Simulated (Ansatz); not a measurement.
F$_{3}$HSSi, SMILES `F[Si](F)(F)S` at its PBE0-D4/def2-TZVP geometry, where that method's forces vanish. The species carries charge 0 and has multiplicity 1.

```xyz
6

F     0.4011    0.6059    1.7919
Si    0.3074    0.2427    0.2660
F     1.6098   -0.5391   -0.1448
F     0.3188    1.5770   -0.5680
S    -1.4343   -0.8768   -0.0131
H    -1.2028   -1.0098   -1.3320
```

**Question.** What forces (eV/Å) does PBE-D4/def2-TZVPP give on these atoms in the Gaussian-basis code of Ansatz? (An estimate is asked.)

**Answer.** The calculation gave: 
```
F1   0.023  0.159  0.723
Si2 -0.366 -0.246 -0.109
F3   0.616 -0.383 -0.192
F4  -0.007  0.637 -0.397
S5  -0.312 -0.146  0.214
H6   0.045 -0.021 -0.239
```
